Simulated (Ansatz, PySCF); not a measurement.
C3H5BN2, SMILES NB1C=CN=C1. Atoms are numbered in the order given.

```xyz
11

N     -0.0093    -2.1555     0.0000
B     -0.0393    -0.7703     0.0000
C     -1.2451     0.2304     0.0000
C     -0.6540     1.4396     0.0000
N      0.7912     1.4573     0.0000
C      1.2092     0.2441     0.0000
H      0.8506    -2.6890     0.0000
H     -0.8444    -2.7275     0.0000
H     -2.3269     0.0909     0.0000
H     -1.1463     2.4173     0.0000
H      2.2936     0.0616     0.0000
```

Geometry: PBE0-D3(BJ)/def2-SVP. This is a generated structure with no PubChem entry under its InChIKey; it may be hypothetical. Other conformers were not sampled.

Two levels are set side by side: PBE-D3(BJ)/def2-SVP (Ansatz, a quantum-chemistry and plane-wave program) and PBE0-D3(BJ)/def2-SVP (Ansatz). Each level has its own optimised geometry; the coordinates shown are those of the second. Frequencies come from the Hessian of PySCF at each geometry. Differences are taken from unrounded values.

```
quantity                            PBE0-D3(BJ)
----------------------------------  -----------
mean bond length (Å)                      1.268
bond N1–B2 (Å)                            1.385
bond B2–C3 (Å)                            1.567
bond B2–C6 (Å)                            1.609
bond C3–C4 (Å)                            1.346
bond C4–N5 (Å)                            1.445
bond N5–C6 (Å)                            1.283
bond N1–H7 (Å)                            1.012
bond N1–H8 (Å)                            1.012
bond C3–H9 (Å)                            1.091
bond C4–H10 (Å)                           1.095
bond C6–H11 (Å)                           1.100
highest harmonic wavenumber (cm⁻¹)         3730
mean harmonic wavenumber (cm⁻¹)            1392
zero-point energy (kcal/mol)              53.75
```

Task: What does PBE-D3(BJ) give, and how far is it from PBE0-D3(BJ)? (An estimate is asked for; the answer gives what the named calculation found.)

Result: 
```
quantity                            PBE-D3(BJ)  PBE-D3(BJ) minus PBE0-D3(BJ)
----------------------------------  ----------  ----------------------------
mean bond length (Å)                     1.277                         0.009
bond N1–B2 (Å)                           1.395                         0.009
bond B2–C3 (Å)                           1.571                         0.004
bond B2–C6 (Å)                           1.613                         0.004
bond C3–C4 (Å)                           1.358                         0.012
bond C4–N5 (Å)                           1.457                         0.012
bond N5–C6 (Å)                           1.298                         0.015
bond N1–H7 (Å)                           1.021                         0.009
bond N1–H8 (Å)                           1.021                         0.009
bond C3–H9 (Å)                           1.099                         0.008
bond C4–H10 (Å)                          1.103                         0.008
bond C6–H11 (Å)                          1.108                         0.009
highest harmonic wavenumber (cm⁻¹)        3599                          -131
mean harmonic wavenumber (cm⁻¹)           1341                           -51
zero-point energy (kcal/mol)             51.76                         -1.98
```

Exact exchange shortens and stiffens bonds; PBE has none. Differences between two approximate levels are no errors against the true value.
